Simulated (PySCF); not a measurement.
# Spinor energies of As (arsenic, neutral)

Start: [Ar] 3d10 4s1 4p4; 4s1/2 filled at m_j = +1/2; 4p1/2 filled at m_j = +1/2; 4p3/2 filled at m_j = -1/2, +1/2, +3/2. Calculated with PySCF 2.14 in x2c-TZVPall-2c (6s7p4d1f, 54 functions): generalised Hartree-Fock with the X2C-1e Hamiltonian and a Gaussian nucleus; one run each with spin-orbit coupling (SO) switched off, then screened by Boettger's factors. This is a chosen level, not necessarily the ground level.

| spinor shell | electrons | ε, spin-free (eV) | ε, screened SO (eV) | weight of nominal j (screened SO) | rms radius, screened SO (bohr) |
| --- | --- | --- | --- | --- | --- |
| 1s1/2 | 2 | -11946.6 | -11946.3 | 1.000 | 0.0524 |
| 2s1/2 | 2 | -1574.1 | -1574.0 | 1.000 | 0.219 |
| 2p1/2 | 2 | -1375.6 | -1400.7 | 1.000 | 0.194 |
| 2p3/2 | 4 | -1375.6 | -1363.5 | 1.000 | 0.197 |
| 3s1/2 | 2 | -227.02 | -226.96 | 1.000 | 0.639 |
| 3p1/2 | 2 | -163.50 | -167.17 | 0.997 | 0.659 |
| 3p3/2 | 4 | -163.50 | -161.67 | 0.998 | 0.670 |
| 3d3/2 | 4 | -58.266 | -58.737 | 0.947 | 0.749 |
| 3d5/2 | 6 | -58.266 | -57.872 | 0.965 | 0.748 |
| 4s1/2 | 1 | -24.363 | -24.319 | 1.000 | 2.10 |
| 4p3/2 | 3 | -9.906 | -11.134 | 0.648 | 2.61 |
| 4p1/2 | 1 | -9.906 | -6.229 | 0.641 | 3.00 |

```
   quantity    spin-free  screened SO
E (hartree)  -2258.64329  -2258.74090
        M_J          5/2          5/2
       ⟨J²⟩        8.785        8.786
       ⟨L²⟩        2.003        2.011
       ⟨S²⟩        3.782        3.776
```

Each row is a mean over spinors that exchange with the open shell spreads, by up to 0.964 eV (3s1/2).

Rows whose weight is well below 1 are mixtures of j = l ± 1/2: exchange outweighs spin-orbit coupling there, and the label is only the starting occupation.

Without spin-orbit coupling the j labels of p, d and f shells carry no meaning; the spin-free column gives the mean over the occupied spinors of each nl shell.
